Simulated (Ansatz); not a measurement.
Calculated with Ansatz (gas phase, PBE0-D4/def2-TZVP geometries, no zero-point term in ΔE). CCSD(T)/CBS is the MP2 limit (def2-TZVPP, def2-QZVPP) plus CCSD(T) − MP2 in def2-TZVPP, frozen cores. This one scheme is used for every species. DFT in def2-TZVPP. B3LYP here is the variant with VWN-RPA as its local correlation; programs differ in this. HSE06 is defined as in plane-wave codes. Each species was taken in one conformer, which may not be the lowest.

Consider the ligand exchange at the Al–N bond: `OB[NH][AlH2]` + `O[SiH2]S` → `[AlH2][O][SiH2]S` + `NBO`.

| level | ΔE (kJ/mol) | difference from CCSD(T)/CBS |
| --- | --- | --- |
| PBE-D4 | -70.4 | 6.4 |
| r2SCAN-D4 | -76.4 | 0.4 |
| B97M-V | -77.4 | -0.6 |
| PBE0-D4 | -74.2 | 2.6 |
| B3LYP-D4 | -80.6 | -3.8 |
| r2SCAN0-D4 | -78.2 | -1.4 |
| HSE06-D4 | -73.9 | 2.9 |
| BHLYP-D4 | -85.4 | -8.6 |
| revPBE | -71.4 | 5.4 |
| PBE0 | -73.8 | 3.0 |
| r2SCANh | -76.9 | -0.1 |
| MP2/def2-SVP | -84.1 | -7.3 |
| MP2/def2-TZVPP | -77.5 | -0.7 |
| SCS-MP2/def2-TZVPP | -79.8 | -3.0 |
| CCSD(T)/def2-TZVPP | -76.3 | 0.5 |
| CCSD/CBS(def2) | -79.5 | -2.7 |
| CCSD(T)/CBS | -76.8 | 0 |

Largest T1 diagnostic among the species: 0.012.

Leaving LDA and LC-ωPBE aside and taking each functional with its dispersion term where it has one, the values, not all of them listed here, spread over 16.3 kJ/mol, from BHLYP-D4 to revPBE-D4. From PBE to PBE0 (25 % exact exchange), in def2-TZVPP and without D4, ΔE moves by −3.6 kJ/mol. At CCSD(T), def2-SVP lies −6.1 kJ/mol from the extrapolated value and def2-TZVPP +0.5 kJ/mol.
